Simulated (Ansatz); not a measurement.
CH4GeSe, SMILES `[CH2]1[GeH2][Se]1`, one more setting.

```yaml
crystal:
  periodic: [false, false, false]
  atoms:
    - {symbol: C, position_ang: [-0.639078, -0.198280, -0.717156]}
    - {symbol: Ge, position_ang: [0.670854, 0.335846, 0.589135]}
    - {symbol: Se, position_ang: [-0.531175, -1.645660, 0.665442]}
    - {symbol: H, position_ang: [-1.598348, 0.306501, -0.725475]}
    - {symbol: H, position_ang: [-0.295680, -0.520997, -1.693374]}
    - {symbol: H, position_ang: [0.302605, 1.414659, 1.605025]}
    - {symbol: H, position_ang: [2.152023, 0.239832, 0.230804]}
basis:
  gaussian: {orbitals: def2-SVPD}
hamiltonian: {xc: {name: r2SCANh}, dispersion: d3bjatm}
output: {forces: true}
```

```sh
$ ansatz run in.yaml --threads 2 --pin off --events-out ev --progress --plain --max-ram 4352MiB
```

It prints (some lines left out):

```
Functional definition: r2SCANh
1275 factors; integrals over basis functions are off by at most 1.2e-3 eV
mean field evaluation 1: about -122948.1524 eV, gradient 4.4e1 eV
mean field evaluation 2: about -122939.5345 eV, gradient 6.7e1 eV
mean field evaluation 4: about -122952.6262 eV, gradient 3.4e0 eV
mean field evaluation 8: about -122952.6615 eV, gradient 5.3e-2 eV
mean field evaluation 16: about -122952.6615 eV, gradient 3.5e-5 eV
mean field -122952.66150136 eV, -4518.4269698677 hartree, gradient 3.5e-5 eV, S^2 0.000000; 0 other end points of the search recorded, 0 dependent functions left out
reference -122952.66151884 eV, -4518.4269705102 hartree; 38, 38 occupied and 93, 93 virtual orbitals, 1275 factors
Total energy: -122952.70516275 eV, -4518.4285743941 hartree
Atom 0 at    -0.639078    -0.198280    -0.717156 Å, force     0.148148     0.048360     0.157961 eV/Å
Atom 1 at     0.670854     0.335846     0.589135 Å, force     0.115514     0.120009     0.052855 eV/Å
Atom 2 at    -0.531175    -1.645660     0.665442 Å, force    -0.016093    -0.152431     0.108708 eV/Å
Atom 3 at    -1.598348     0.306501    -0.725475 Å, force    -0.248040     0.135037    -0.011126 eV/Å
Atom 4 at    -0.295680    -0.520997    -1.693374 Å, force     0.084868    -0.076433    -0.258580 eV/Å
Atom 5 at     0.302605     1.414659     1.605025 Å, force     0.005212    -0.067386    -0.060138 eV/Å
Atom 6 at     2.152023     0.239832     0.230804 Å, force    -0.089609    -0.007155     0.010319 eV/Å
Dipole moment:     0.140853     0.389603    -0.143517 e Å
```

It took 7.5 s on 2 threads of an Arm Neoverse V1 on a shared host, with 0.37 GiB of host memory at the peak.
